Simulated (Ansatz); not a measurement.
Cost and result for the atomization energy of C₂H₆SSi₂, SMILES `[SiH3][SiH]1C=CS1` (11 atoms, 11 bonds).

Z-matrix (Å, degrees):
```
Si
C 1 1.844
C 1 2.370 2 34.4
Si 1 2.335 2 116.5 3 106.9
S 1 2.179 2 80.1 3 -2.1
H 1 1.488 2 118.3 3 -114.0
H 2 1.081 1 139.3 3 -175.5
H 3 1.087 2 128.5 1 -176.5
H 4 1.489 1 110.5 2 79.8
H 4 1.488 1 110.0 2 -160.4
H 4 1.485 1 108.9 2 -40.3
```

Charge 0, multiplicity 1. Geometry: relaxed with PBE0-D4/def2-TZVP. Program: Ansatz. All runs use 4 threads of an Arm Neoverse V2 on a shared host. Times are those of one run each, without the atoms' runs, and a repeat can differ threefold. Electronic energies, without spin–orbit coupling; frozen cores. CCSD(T)/CBS adds CCSD(T) − MP2 in def2-TZVPP to the MP2 limit, and its time is that of the two runs behind it. T1 = 0.014. B3LYP takes the VWN-RPA correlation (the form of Gaussian; ORCA's B3LYP/G).

CCSD(T)/CBS is a level of theory with its own doubt, some kJ/mol a heavy atom from the limit and from the frozen cores, so smaller differences don't rank the functionals.

```
                             level  functions  wall time  atomization (kcal/mol)  difference from CCSD(T)/CBS  per bond
   PBE-D4/def2-TZVPP (with forces)        272      2.6 s                   942.1                         15.8       1.4
                PBE0-D4/def2-TZVPP        272      3.4 s                   930.4                          4.1       0.4
 B3LYP-D4/def2-TZVPP (with forces)        272      4.9 s                   923.8                         -2.5      -0.2
r2SCAN-D4/def2-TZVPP (with forces)        272      5.5 s                   931.4                          5.1       0.5
                 B2PLYP/def2-TZVPP        272      5.5 s                   912.2                        -14.1      -1.3
                ωB97X-V/def2-TZVPP        272        8 s                   933.1                          6.8       0.6
  ωB97M-V/def2-TZVPP (with forces)        272       12 s                   929.3                          3.0       0.3
                    MP2/def2-QZVPP        504       21 s                   926.6                          0.3       0.0
                CCSD(T)/def2-TZVPP        272      2 min                   899.8                        -26.5      -2.4
                 CCSD(T)/CBS(def2)          –    2.4 min                   926.3                          0.0       0.0
```

The D4 term adds +12.3 kcal/mol with B3LYP and +6.5 kcal/mol with PBE0; it sums over pairs of atoms, weighted by their polarisabilities, and B3LYP, whose exchange is more repulsive, gets the larger term. From PBE to PBE0 (25 % exact exchange), in def2-TZVPP and without D4, the atomization energy moves by −10.6 kcal/mol: exact exchange takes away binding that semilocal exchange gives to molecules. In def2-TZVPP, CCSD(T) changes the Hartree–Fock value by +221.9 kcal/mol (the triples alone add +16.0 kcal/mol) and MP2 by +233.1 kcal/mol; breaking electron pairs costs correlation energy, which Hartree–Fock lacks.
